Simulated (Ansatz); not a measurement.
H2Se2. Total charge 0; singlet. Geometry relaxed at r2SCAN-D4/def2-TZVP.

Cartesian coordinates in Å:
```
Se 0.270 0.859 -0.904
Se 0.472 -1.159 0.250
H 0.230 1.731 0.283
H -0.971 -1.432 0.370
```

Estimate the harmonic wavenumbers at RKS r2SCAN-D4/def2-TZVP (Ansatz, unscaled). Is this a minimum?

293, 376, 746, 747, 2382, 2384 cm⁻¹. Yes, no mode is imaginary beyond noise. Zero-point energy 41.4 kJ/mol. Hardware: 4 threads of Intel Xeon on a shared host. Wall time 51 s.
